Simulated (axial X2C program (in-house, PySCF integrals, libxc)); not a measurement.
## Levels of InF⁺ by electron attachment to InF²⁺ (EOM-EA-CCSD)

Computed with an axial X2C code built on PySCF integrals: two-component X2C with atomic mean-field Coulomb and Gaunt terms, Gaussian nuclei, basis In dyall-acv3z, F dyall-av3z with contracted cores.

R = 1.916 Å (near the PBE0 minimum at charge 1 of the determinant lowest at the starting distance; the state shown can have its own minimum elsewhere).

Hartree–Fock spinors of InF²⁺ (one of each Kramers pair; a window near the gap, which can cut inner shells):

```tsv
ω	occupied	ε (eV)	character
1/2	yes	-29.62	94% F p, 2% In f, 2% In d
3/2	yes	-29.57	94% F p, 2% In f, 2% In d
1/2	yes	-29.14	77% F p, 16% In s, 2% In p
1/2	no	-17.24	58% In s, 22% In p, 16% F p
1/2	no	-12.00	87% In p, 6% F p, 4% In d
3/2	no	-11.76	87% In p, 6% F p, 4% In d
1/2	no	-9.19	55% In p, 26% In d, 8% F s
1/2	no	-6.89	83% In s, 12% In p, 3% In d
3/2	no	-6.07	98% In d
```

Levels of InF⁺ obtained by attaching an electron to InF²⁺:

```csv
Ω,binding energy (eV),above lowest (cm⁻¹),attached spinor,one-particle weight
1/2,17.977,0,"59% In sσ, 20% In pσ, 16% F pσ",0.97
1/2,12.681,42711,87% In pπ,0.97
3/2,12.435,44699,"87% In pπ, 6% F pπ",0.97
```

Question: What is the splitting of the first π pair in the table, and is it regular or inverted?

Answer: E(3/2) − E(1/2) = 44699 − 42711 = 1988 cm⁻¹ at EOM-EA-CCSD: regular, Ω = 1/2 lower. Splittings at this level can be off by ten to twenty per cent.

This point took 40 s on 1 thread of Intel(R) Xeon(R) Processor @ 2.30GHz, on a shared host.

Reference electrons by ω block (each with its −ω partner): 1/2: 18, 3/2: 8, 5/2: 2. 18 electrons of InF²⁺ correlated (inner shells frozen), 92 natural virtual spinors (a truncated set); levels can be off by some tenths of an eV. Roots sought by Ω: (1/2: 5, 3/2: 4, 5/2: 2, 7/2: 1); the list ends where they run out and leaves out roots under 60 % one-particle weight. The solver can skip a root, and states that need a further excitation, which the method places far too high, are missing though they may lie low or lowest. T1 of the reference 0.035 (Lee–Taylor). The reference was not checked to be the lowest state of its species. Number of frozen shells: In 4 s, 3 p, 1 d; F 1 s. Large amplitudes in the reference (orbital relaxation or multireference character) lower the reliability.
